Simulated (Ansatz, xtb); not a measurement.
# C6H6F2O: which of two isomers lies lower

Structure a: `C#C/C(C)=C(/O)C(F)F`, a singlet. Structure b: `C#C/C(C)=C(\O)C(F)F`, a singlet. Both are isolated molecules in the gas phase, relaxed with PBE-D3(BJ)/def2-SVP; the shapes shown needn't be the lowest conformers.

a (Å):

| atom | x (Å) | y (Å) | z (Å) |
| --- | --- | --- | --- |
| C | -0.5956 | 3.8080 | -0.1295 |
| C | -0.6473 | 2.6861 | 0.3676 |
| C | -0.7563 | 1.4109 | 0.9935 |
| C | -1.7310 | 1.2554 | 2.1365 |
| C | -0.0019 | 0.3584 | 0.5520 |
| C | 0.9487 | 0.4626 | -0.6145 |
| F | 1.9998 | -0.4117 | -0.3777 |
| F | 0.3547 | 0.0489 | -1.7748 |
| O | -0.1076 | -0.8755 | 1.1026 |
| H | -0.5462 | 4.7910 | -0.5756 |
| H | -2.7750 | 1.3817 | 1.7814 |
| H | -1.6362 | 0.2571 | 2.6008 |
| H | -1.5549 | 2.0332 | 2.9070 |
| H | 0.6550 | -1.3979 | 0.7753 |
| H | 1.3534 | 1.4854 | -0.7589 |

b (Å):

```yaml
atoms:
  - { symbol: C, position_ang: [-3.7577, -0.0337, 1.6871] }
  - { symbol: C, position_ang: [-2.6666, -0.1965, 1.1424] }
  - { symbol: C, position_ang: [-1.3837, -0.3182, 0.5354] }
  - { symbol: C, position_ang: [-1.0358, -1.5790, -0.2185] }
  - { symbol: C, position_ang: [-0.5409, 0.7537, 0.6895] }
  - { symbol: C, position_ang: [0.8620, 0.8378, 0.1299] }
  - { symbol: F, position_ang: [0.8555, 0.7191, -1.2346] }
  - { symbol: F, position_ang: [1.6483, -0.1712, 0.6194] }
  - { symbol: O, position_ang: [-0.8676, 1.8773, 1.3684] }
  - { symbol: H, position_ang: [-4.7257, 0.0788, 2.1550] }
  - { symbol: H, position_ang: [-1.7493, -1.7429, -1.0521] }
  - { symbol: H, position_ang: [-1.1057, -2.4627, 0.4487] }
  - { symbol: H, position_ang: [-0.0159, -1.5400, -0.6371] }
  - { symbol: H, position_ang: [-1.7867, 1.7542, 1.7024] }
  - { symbol: H, position_ang: [1.3214, 1.8143, 0.4023] }
```

Quicker runs give these differences E(b) − E(a): GFN2-xTB −1.59 kcal/mol; HF/STO-3G −2.18 kcal/mol (at GFN2-xTB geometries); r2SCAN-D4/def2-SVP −0.27 kcal/mol (at GFN2-xTB geometries).

Task: Estimate E(b) − E(a) at the level CCSD(T)/def2-SVP + ΔMP2/def2-TZVPP.

Result: CCSD(T)/def2-SVP + ΔMP2/def2-TZVPP gives E(b) − E(a) = +0.46 kcal/mol, slightly favouring structure a, which is too small a margin to settle the true order.

Level by level:

```csv
level,geometry,E(b) − E(a) (kcal/mol),departure from the last row (kcal/mol),"job, with rough time for the two"
GFN2-xTB,GFN2-xTB,−1.59,−2.05,"optimisation, 0.31 s"
HF/STO-3G,GFN2-xTB,−2.18,−2.64,"single point, 1.2 s"
r2SCAN-D4/def2-SVP,GFN2-xTB,−0.27,−0.72,"single point, 14 s"
PBE-D3(BJ)/def2-SVP,PBE-D3(BJ)/def2-SVP,−0.24,−0.69,"optimisation, 1.7 min"
HF/def2-SVP,PBE-D3(BJ)/def2-SVP,+0.40,−0.06,part of the CCSD(T) run
MP2/def2-SVP,PBE-D3(BJ)/def2-SVP,−0.23,−0.69,part of the CCSD(T) run
CCSD(T)/def2-SVP,PBE-D3(BJ)/def2-SVP,−0.02,−0.48,single point
CCSD(T)/def2-SVP + ΔMP2/def2-TZVPP,PBE-D3(BJ)/def2-SVP,+0.46,,"single point, 8.6 min"
```

As drawn, both hold the same kinds of bond in the same numbers.

The largest departure from CCSD(T)/def2-SVP + ΔMP2/def2-TZVPP is that of HF/STO-3G, 2.64 kcal/mol. The last row adds to CCSD(T) the change of the MP2 difference between the two basis sets, here +0.48 kcal/mol.

With thermal terms from frequencies at re-optimised GFN2-xTB minima (ideal gas, soft modes damped towards free rotors, one conformer each, 298.15 K, 1 atm): on the last row, ΔE + ΔZPE = +0.74, ΔH = +0.61, ΔG = +0.95 kcal/mol.

The correlated steps freeze 9 core orbitals. Programs: Ansatz 0.2.0, xtb 6.7.1; the last row on 2 threads of Arm Neoverse N1 on a shared host.
